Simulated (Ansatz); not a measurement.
Input file for Ansatz (a quantum-chemistry and plane-wave program): R-r2SCAN/def2-TZVPP on CH5FInN (SMILES [CH3][In]([NH2])[F]), a point of a torsion scan. Elements past Kr take the def2 small-core potentials; no spin–orbit coupling.

Ansatz 0.2 input:
```yaml
crystal:
  periodic: [false, false, false]
  atoms:
    - {symbol: C, position_ang: [-1.79160974, -0.38757429, -0.17546792]}
    - {symbol: In, position_ang: [0.13952071, 0.58586705, 0.34945254]}
    - {symbol: N, position_ang: [1.91255578, 0.20972425, 1.34703434]}
    - {symbol: F, position_ang: [0.39990990, 2.30271392, -0.60555044]}
    - {symbol: H, position_ang: [-1.92820202, -0.24278648, -1.24255460]}
    - {symbol: H, position_ang: [-1.73341408, -1.44058115, 0.07734455]}
    - {symbol: H, position_ang: [-2.58345834, 0.10568089, 0.37905634]}
    - {symbol: H, position_ang: [2.45070314, 1.07343087, 1.32285494]}
    - {symbol: H, position_ang: [1.76806980, -0.01787025, 2.32661785]}
basis:
  gaussian:
    orbitals: def2-TZVPP
hamiltonian:
  xc: {name: r2SCAN}
scf: {lower_state_search: off}
```

The head of its log:

```
WARN ansatz: RAYON_NUM_THREADS=1 ignored (pool sized by the plan → 1); use --threads N
Functional definition: r2SCAN
these checks for a lower state are left out or cut short: stability, starts, cluster_reference, orbital_swaps, neighbouring_geometries, increment
integrals: 0.12 GiB planned
1174 factors; their error is unknown
mean field: 0.83 GiB planned
mean field evaluation 1: about -10482.4208 eV, gradient 9.9e1 eV
mean field evaluation 2: about -10419.7267 eV, gradient 1.7e2 eV
```

**Question.** What total energy does the run end on?

**Answer.** -385.9447 hartree.
